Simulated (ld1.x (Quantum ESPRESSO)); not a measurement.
**Building the TM potential for Sn (Z = 50) (PBE, scalar-relativistic).**

Sn, norm-conserving Troullier–Martins (Kleinman–Bylander form), made with ld1.x (Quantum ESPRESSO) 7.5 (PBE, scalar-relativistic). Core [Kr] 4d10, reference 5s1.5 5p2.5. Waves: 5s (bound): rc 1.50 bohr; 5p (bound): rc 2.25 bohr; 5d channel at 0.45 Ry: rc 2.00 bohr. Local part: the d channel. Core correction: Bessel-smoothed model core, default radius (core density twice the valence density).

All-electron outer shells of the reference configuration (PBE, scalar-relativistic, ld1.x):

```tsv
shell	level (eV)	outermost node (bohr)	outermost maximum (bohr)
4p	-90.48	0.41	0.79
4d	-26.59	0.39	0.88
5s	-10.99	0.98	2.01
5p	-4.01	1.09	2.52
```

Results:

```json
{"Cutoffs needed": "35 Ry and 100 Ry (the cutoffs (Ry, on a coarse ladder) from which the occupation-weighted sum of valence levels, in a spherical-Bessel basis at the reference potential, stays within 10 and 1 mRy of its value at 400 Ry)", "Ghost test": "ghost states, extra bound levels that the all-electron valence spectrum of the same l lacks: s at -827.3 eV, p at -222.4 eV; a true bound ghost makes a file unfit for plane-wave use (spherical-Bessel basis up to 400 Ry, 20 bohr box)", "Largest excitation error": "-47 meV (all-electron minus pseudo) for 5s2 5p0, out of 7 test configurations"}
```

Generation and tests took about 1.1 s on one core of a shared server CPU.
